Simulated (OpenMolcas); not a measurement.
# Ni3+, Pd3+, Pt3+: d7 down the group

```yaml
Program: OpenMolcas 26.06
Method: SS-CASPT2, IPEA 0.25 Eh, imaginary shift 0.1 Eh
Basis: ANO-RCC-VQZP
Scalar_Hamiltonian: DKH2, point nucleus
Spin-orbit_coupling: state interaction with AMFI integrals over the reference wave functions, term energies averaged over their components
```

Active space for each ion: 7 electrons in 5 orbitals (d); closed shells correlated by CASPT2: Ni3+ 3s 3p; Pd3+ 4s 4p; Pt3+ 5s 5p.

Computed levels in cm-1 above 4F 9/2:

```csv
Level,Ni3+,Pd3+,Pt3+
4F 7/2,1160,2760,9740
4F 5/2,2000,4450,10950
4P 5/2,18370,13510,17360
4P 1/2,19290,15370,21040
2G 9/2,19350,15140,18830
2G 7/2,20460,17860,25790
2H 11/2,25930,20200,25020
2P 1/2,26730,22610,34490
2D 5/2(1),26880,21740,29810
weight of 4F in the lowest level (%),100,97,84
```

Mixed levels, with the weight of the term that names them: Pt3+ 4F 5/2 (56 %), Pt3+ 4P 1/2 (70 %), Pt3+ 2G 9/2 (58 %), Pt3+ 2P 1/2 (70 %), Pt3+ 2D 5/2(1) (69 %).

Measured, with the error of the calculation in %. Measured levels: Ni3+ from Corliss and Sugar, J. Phys. Chem. Ref. Data 10, 197 (1981).

| Level | Ni3+ |
| --- | --- |
| 4F 7/2 | 1190 (-2.5) |
| 4F 5/2 | 2042 (-2.1) |
| 4P 5/2 | 18119 (+1.4) |
| 4P 1/2 | 18958 (+1.8) |
| 2G 9/2 | 19830 (-2.4) |
| 2G 7/2 | 20948 (-2.3) |
| 2H 11/2 | 26649 (-2.7) |
| 2P 1/2 | 24651 (+8.4) |
| 2D 5/2(1) | 27096 (-0.8) |

The fine-structure level 4F 5/2 changes by a factor of 5.47 from Ni3+ to Pt3+.

Without spin-orbit coupling 4P lies 17610, 11750, 10210 cm-1 above 4F in that order; the difference to the level 4P 5/2, of either sign, comes from spin-orbit coupling, which also lowers the zero.

CASPT2 breaks the degeneracy within a term, and the mean is taken; among the terms shown or strongly mixed into the levels shown the widest spread is 990 cm-1 (3d7 4F, Ni3+). The CASPT2 spread within a term exceeds the gap to the next term for 3d7 2P and 3d7 2H, so the order of their levels is uncertain (figures for Ni3+; the like holds for Pd3+, Pt3+). Measured partners are found by configuration, term and J. A level has none where our copy of the source lacks it or the pairing is in doubt (some pairs that miss far off the trend of their configuration count as doubtful), and it then counts in no deviation. Only configurations of the active space appear.

A number in round brackets counts repeated terms of one configuration in the order of the reference energies.
